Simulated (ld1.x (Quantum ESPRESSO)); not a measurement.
# In (Z = 49), TM: configuration errors across variants

ld1.x (Quantum ESPRESSO) 7.5 input, shortened:

```
&input
   title='In', zed=49., rel=1, dft='PBESOL', iswitch=3,
   config='[Kr] 4d10 5s2 5p0.5'
 /
 &inputp
   pseudotype=2, tm=.true., lloc=0,
   nlcc=.true., rcore=1.50
 /
3
5P  2  1   0.50   0.00  2.60  2.60  0.0
4D  3  2  10.00   0.00  1.65  1.65  0.0
5S  1  0   2.00   0.00  1.65  1.65  0.0
 &test
   configts(1)='4d10 5s2 5p0.5'
 /
```

All-electron excitation energies from the reference (eV): (1) 4d10 5s2 5p1 -1.941; (2) 4d10 5s2 5p0 3.420; (3) 4d10 5s1 5p0 22.697; (4) 4d9 5s2 5p1 23.150; (5) 4d10 5s1 5p1 10.074; (6) 4d9 5s2 5p2 16.318; (7) 4d10 5s2 5p1.3 -2.472.

Tests that are not counted but printed errors over 1 eV. “all radii but the core radius scaled by about 0.80 (s 1.32, p 2.06, d 1.32 bohr)”: 4d9 5s2 5p2 (solver errors, printed error -42.2 eV).

A true bound ghost makes a file unfit for plane-wave use even where its test errors are small: the radial tests pick states by their node count and pass the ghost by. Where a test does run into it, the solver fails or the error is huge.

Errors AE − PS in meV (a dash: test not solved or not reliable):

| change | (1) | (2) | (3) | (4) | (5) | (6) | (7) | bound ghosts |
| --- | --- | --- | --- | --- | --- | --- | --- | --- |
| base | +0.4 | -1.2 | -7.2 | -179 | -1.6 | -241 | +0.5 | none |
| all radii but the core radius scaled by about 0.80 (s 1.32, p 2.06, d 1.32 bohr) | +0.9 | -0.1 | +70 | +592 | +20 | – | +1.3 | p, s (extra level of the local part) |
| all radii but the core radius scaled by about 1.10 (s 1.82, p 2.86, d 1.82 bohr) | +0.5 | -1.2 | -12 | -209 | -1.8 | -250 | +0.6 | none |
| all radii but the core radius scaled by about 1.25 (s 2.06, p 3.24, d 2.06 bohr) | +0.5 | -1.6 | -17 | -160 | +1.4 | -182 | +0.6 | none |
| all radii but the core radius scaled by about 1.36 (s 2.24, p 3.52, d 2.24 bohr) | +0.4 | -2.0 | -19 | -97 | +4.4 | -111 | +0.5 | none |

Q: Give the same row for: all radii but the core radius scaled by about 0.91 (s 1.50, p 2.36, d 1.50 bohr).

A: +0.4, -1.2, +3.3, -1.6, +1.3, -105, +0.4; bound ghosts: none.
